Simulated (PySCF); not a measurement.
Species: C3H8SSi.
Geometry (PBE0-D3(BJ)/def2-SVP, Å), atoms numbered from 1 in this order:
```
atom  x, y, z in Å
S1     2.6644   -0.9844   -0.4502
Si2    0.9042   -0.0911    0.4067
C3    -0.7341   -0.9847    0.1267
C4    -1.3485    0.4199   -0.1271
C5    -0.0840    1.2391   -0.5073
H6     3.5244   -0.3702    0.3903
H7     1.2065    0.2549    1.8302
H8    -1.1966   -1.5960    0.9140
H9    -0.7007   -1.5805   -0.8004
H10   -1.7861    0.8126    0.8049
H11   -2.1467    0.4365   -0.8873
H12    0.1130    1.1945   -1.5907
H13   -0.0636    2.2918   -0.1923
```

Level: PBE0/pcSseg-1 and PBE0/def2-SVPD in PySCF, non-relativistic, on one gas-phase PBE0-D3(BJ)/def2-SVP geometry that isn't relaxed in the solvent. The solvent is an IEF-PCM continuum (cavity from Bondi-type radii × 1.2). Specific hydrogen bonds and non-electrostatic terms are outside this model.

Gas phase at PBE0/pcSseg-1: HOMO -7.28 eV, LUMO 0.38 eV, dipole 1.36 D.

Task: What does the continuum do to the energy, the frontier levels and the dipole at PBE0/pcSseg-1 in cyclohexane and acetonitrile?

Result: 
| solvent | ε | E(solvent) − E(gas) (kcal/mol) | polarisation term (kcal/mol) | distortion of the solute (kcal/mol) | HOMO (eV) | LUMO (eV) | dipole (D) |
| --- | --- | --- | --- | --- | --- | --- | --- |
| cyclohexane | 2.017 | -1.14 | -1.20 | 0.06 | -7.27 | 0.49 | 1.53 |
| acetonitrile | 35.69 | -2.95 | -3.36 | 0.41 | -7.30 | 0.63 | 1.81 |

The polarisation term is half the interaction of the solute with the surface charges that it induces; the rest is the cost of distorting the solute's density. The sum is the electrostatic part of solvation alone. From cyclohexane to acetonitrile the lowering changes by a factor 2.58, Onsager's factor (ε − 1)/(2ε + 1) by 2.37 and ε itself by 17.7.

Task: Which radius a makes the point-dipole formula ΔE = −[(ε − 1)/(2ε + 1)]·μ²/a³ give the value in acetonitrile, with the gas-phase dipole?

Result: μ = 0.536 au and |ΔE| = 0.00470 Eh give a = 1.63 Å; the farthest nucleus lies 3.55 Å from the centroid of the nuclei, so such a sphere wouldn't even hold the nuclei. The formula assumes a rigid point dipole at the centre of a sphere.

Task: Give the dipole vector in the frame of the coordinates (D, pointing from negative to positive charge), gas and acetonitrile.

Result: Gas (-0.65, 0.94, 0.74), solvent (-0.78, 1.26, 1.04). Its length changes by +33 % and its direction by 3°.

Task: Which ESP-fitted charges (PBE0/pcSseg-1) respond most in acetonitrile (means over atoms taken as equivalent)?

Result: 
| atoms | environment | gas (e) | solvent (e) | change |
| --- | --- | --- | --- | --- |
| S1 | sulfur bonded to Si and H | -0.385 | -0.466 | -0.081 |
| Si2 | SiH silicon | +0.435 | +0.488 | +0.053 |
| H6 | S–H hydrogen | +0.205 | +0.249 | +0.044 |
| C3/C5 | sp3 carbon bound to silicon | -0.453 | -0.479 | -0.026 |
| C4 | four-membered-ring carbon | +0.208 | +0.225 | +0.017 |
| H9/H12 | methylene hydrogen | +0.163 | +0.171 | +0.008 |

Task: Which Mayer bond orders change most in acetonitrile?

Result: 
```json
{"bond": "S1–Si2", "length (Å)": "2.152", "gas": "1.029", "solvent": "0.994", "change": "-0.035"}
{"bond": "S1–H6", "length (Å)": "1.350", "gas": "0.925", "solvent": "0.916", "change": "-0.009"}
{"bond": "C5–Si2", "length (Å)": "1.892", "gas": "0.923", "solvent": "0.931", "change": "+0.008"}
{"bond": "Si2–C3", "length (Å)": "1.887", "gas": "0.952", "solvent": "0.955", "change": "+0.003"}
{"bond": "C3–C4", "length (Å)": "1.554", "gas": "0.982", "solvent": "0.985", "change": "+0.003"}
{"bond": "Si2–H7", "length (Å)": "1.496", "gas": "0.916", "solvent": "0.919", "change": "+0.003"}
{"bond": "C3–H8", "length (Å)": "1.099", "gas": "0.955", "solvent": "0.952", "change": "-0.003"}
{"bond": "C3–H9", "length (Å)": "1.103", "gas": "0.937", "solvent": "0.934", "change": "-0.003"}
```

Task: How do the nuclear quadrupole coupling constants eQVzz/h respond in acetonitrile?

Result: 
```
  nucleus  Q (barn)  gas (MHz)  solvent (MHz)  η gas  η solvent
33S at S1  -0.06781      32.85          30.73   0.82       0.81
```

Gas phase at PBE0/def2-SVPD: HOMO -7.27 eV, LUMO 0.10 eV, dipole 1.25 D.

Task: What does the continuum do to the energy, the frontier levels and the dipole at PBE0/def2-SVPD in acetonitrile?

Result: 
| solvent | ε | E(solvent) − E(gas) (kcal/mol) | polarisation term (kcal/mol) | distortion of the solute (kcal/mol) | HOMO (eV) | LUMO (eV) | dipole (D) |
| --- | --- | --- | --- | --- | --- | --- | --- |
| acetonitrile | 35.69 | -2.66 | -3.08 | 0.42 | -7.29 | 0.30 | 1.72 |

Task: How does the static polarisability (PBE0/def2-SVPD, frozen core, with the continuum's full static response) change?

Result: 
```tsv
medium	isotropic (au)	principal values (au)	⟨r²⟩ of the electrons (bohr²)
gas	83.2	72.2, 75.1, 102.3	785.7
acetonitrile	116.3	104.4, 106.1, 138.4	785.7
```

The isotropic value in acetonitrile is 1.40 times the gas-phase one; no cavity-field correction is applied. ⟨r²⟩ is taken about the centre of nuclear charge.
